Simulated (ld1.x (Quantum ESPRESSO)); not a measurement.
## Hg (Z = 80), TM semilocal: configuration errors across variants

```json
{"Element": "Hg", "Generator": "ld1.x (Quantum ESPRESSO) 7.5", "Type": "norm-conserving Troullier–Martins (semilocal form)", "Functional": "BP86", "Relativity": "scalar-relativistic", "Frozen core": "[Xe] 4f14", "Valence charge": "12", "Reference configuration": "5d10 6s1 6p0 (charge +1)", "Partial waves": "6s (bound): rc 1.75 bohr; 6p (bound, empty): rc 2.50 bohr; 5d (bound): rc 2.20 bohr", "Local potential": "the d channel", "Core correction": "Bessel-smoothed model core inside 1.80 bohr"}
```

All-electron excitation energies from the reference (eV): (1) 5d10 6s2 6p0 -10.871; (2) 5d10 6s0 6p0 19.123; (3) 5d9 6s0 6p0 54.755; (4) 5d8 6s0 6p0 104.610; (5) 5d9 6s2 6p0 4.765; (6) 5d10 6s0 6p2 1.785; (7) 5d10 6s1 6p1 -4.766.

A semilocal file is local in each channel, so a ghost entry of none says nothing of the separable form that plane-wave codes build from it.

2 further variants failed, have other tests or another functional or relativity, and are left out.

Errors AE − PS in meV (a dash: test not solved or not reliable):

| change | (1) | (2) | (3) | (4) | (5) | (6) | (7) | bound ghosts |
| --- | --- | --- | --- | --- | --- | --- | --- | --- |
| base | +0.9 | -15 | -78 | -307 | -38 | -5.1 | +0.1 | none |
| all radii but the core radius scaled by about 1.12 (s 1.96, p 2.80, d 2.46 bohr) | -1.3 | -19 | -91 | -305 | -45 | -5.7 | +0.4 | none |
| wave 6p (bound): rc 2.50 bohr becomes 6p (bound): rc 2.42 bohr | +0.9 | -15 | -78 | -307 | -38 | -4.8 | +0.2 | none |

Q: Give the same row for: wave 6s (bound): rc 1.75 bohr becomes 6s (bound): rc 2.36 bohr.

A: -1.7, -19, -75, -292, -55, -5.4, +0.3; bound ghosts: none.
